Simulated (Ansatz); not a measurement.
`[SiH3][SiH2][N]1[CH2][AlH]1` and `FC[N]1[CH2][AlH]1` differ in one atom or group.

Ansatz, PBE0-D4/def2-TZVP geometries, multiplicity 1. Each molecule was computed in one conformer, which needn't be the lowest.

| property | `[SiH3][SiH2][N]1[CH2][AlH]1` |
| --- | --- |
| HOMO–LUMO gap (B3LYP/def2-TZVPP) / eV | 5.08 |
| HOMO energy (PBE0/def2-TZVPP) / eV | -6.66 |
| size of the dipole moment (ωB97M-V/def2-TZVPP) / D | 2.79 |
| LUMO energy (PBE0/def2-TZVPP) / eV | -1.16 |
| HOMO–LUMO gap (PBE/def2-TZVPP) / eV | 3.61 |
| HOMO–LUMO gap (ωB97M-V/def2-TZVPP) / eV | 9.18 |

(1) What does the change do to each property? (Estimate.)

## Answers

(1) Computed: 
| property | `FC[N]1[CH2][AlH]1` | shift |
| --- | --- | --- |
| HOMO–LUMO gap (B3LYP/def2-TZVPP) / eV | 5.32 | 0.24 |
| HOMO energy (PBE0/def2-TZVPP) / eV | -6.87 | -0.21 |
| size of the dipole moment (ωB97M-V/def2-TZVPP) / D | 2.94 | 0.15 |
| LUMO energy (PBE0/def2-TZVPP) / eV | -1.12 | 0.04 |
| HOMO–LUMO gap (PBE/def2-TZVPP) / eV | 3.76 | 0.15 |
| HOMO–LUMO gap (ωB97M-V/def2-TZVPP) / eV | 9.60 | 0.42 |

Dipoles are sizes alone; their direction can turn.

B3LYP here is the variant with VWN-RPA as its local correlation; programs differ in this.
